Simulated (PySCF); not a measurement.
# How the method changes the shape and vibrations of BClH3OSi cation

Calculated results; nothing here was measured. They come from PySCF 2.14.0, an open-source quantum chemistry program, on an isolated molecule that a program drew, which may never have been made. The molecule is BClH3OSi cation (charge +1, singlet), drawn as the SMILES string `O[SiH2][B+]Cl`.

The geometry was optimised and harmonic frequencies were computed with HF and MP2, all in the cc-pV(D+d)Z basis, for the commonest isotopes, with a restricted reference for singlets and an unrestricted one otherwise, and a frozen core in MP2. Each result is a local minimum of its method.

Geometry at the HF minimum:
```xyz
7
BClH3OSi cation, angstrom
O    -1.2966   -2.2465    1.3898
Si   -1.3032   -1.3490    0.0442
B    -2.1340   -2.7925   -1.2255
Cl   -2.7789   -3.9352   -2.1768
H    -0.9892   -1.9725    2.2449
H     0.0009   -1.0483   -0.5507
H    -2.2549   -0.2365    0.0020
```

Lengths of the bonds as drawn, in Å (atoms numbered as above):
```
bond,HF,MP2
O1-Si2,1.617,1.644
Si2-B3,2.094,2.079
B3-Cl4,1.621,1.622
O1-H5,0.949,0.970
Si2-H6,1.465,1.471
Si2-H7,1.465,1.471
```

Rotational constants, in GHz:
| constant | HF | MP2 |
|---|---|---|
| A | 15.07 | 14.6 |
| B | 1.64 | 1.66 |
| C | 1.506 | 1.518 |

Harmonic frequencies in cm^-1, each column in rising order, so a row needn't be the same motion in every method:
| rank | HF | MP2 |
|---|---|---|
| 1 | 111 | 96 |
| 2 | 166 | 155 |
| 3 | 218 | 206 |
| 4 | 336 | 327 |
| 5 | 397 | 383 |
| 6 | 625 | 591 |
| 7 | 750 | 713 |
| 8 | 755 | 753 |
| 9 | 917 | 862 |
| 10 | 988 | 942 |
| 11 | 1036 | 990 |
| 12 | 1262 | ? |
| 13 | 2400 | 2337 |
| 14 | 2412 | 2355 |
| 15 | 4125 | 3850 |

**Estimate the missing MP2 frequency from the HF column.**

A single factor s that minimises the squared misfit of MP2 against s times HF over the other rows is sum(HF x MP2) / sum(HF^2) = 0.9511, with an rms misfit of 31 cm^-1. For rank 12 it gives 0.9511 x 1262 = 1200 cm^-1. The calculation gives 1266 cm^-1, 66 cm^-1 above the estimate. The drawn bonds are on average 0.7 % longer in MP2 than in HF.
